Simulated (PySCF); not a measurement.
Orbital picture of SbC⁻

r²SCANh at R = 1.931 Å; PySCF, scalar-relativistic core potentials, basis sets Sb aug-cc-pVDZ-PP with ECP28, C aug-cc-pVDZ. State: ¹Σ⁺ (singlet), closed shell. Only the outer orbitals are listed, counted within each symmetry, core potentials removing the inner ones.

| orbital | occ. | ε (eV) | on Sb (%) | main shells (%) |
| --- | --- | --- | --- | --- |
| 5σ | 2 | -11.08 | 38 | 56 C s, 35 Sb s |
| 6σ | 2 | -5.63 | 65 | 53 Sb s, 34 C s, 12 Sb p |
| 3π | 2 | -0.77 | 59 | 59 Sb p, 40 C p |
| 3π | 2 | -0.77 | 59 | 59 Sb p, 40 C p |
| 7σ | 2 | -0.55 | 37 | 49 C p, 30 Sb p, 13 C s |
| 4π | 0 | 3.07 | 54 | 49 Sb p, 47 C p |
| 4π | 0 | 3.07 | 54 | 49 Sb p, 47 C p |

Problem. Which are the highest filled and the lowest empty level, where do they sit, and how wide is the gap?

Solution. Highest filled 7σ at -0.55 eV (in %: 49 C p, 30 Sb p, 13 C s); lowest empty 4π at 3.07 eV (in %: 49 Sb p, 47 C p); the gap at r²SCANh is 3.62 eV. An empty level above zero is unbound, and its energy depends on the basis.

The bond order (Mayer) is 2.66 and the ⟨S²⟩ is 0.000. The charge on Sb (Mulliken, basis-dependent) is -0.16. The charge on Sb (Löwdin, basis-dependent) is 0.03. The dipole moment (positive dipole points towards C; it is taken about the centre of mass and depends on that origin) is -4.56 D.

Spin–orbit coupling is left out.
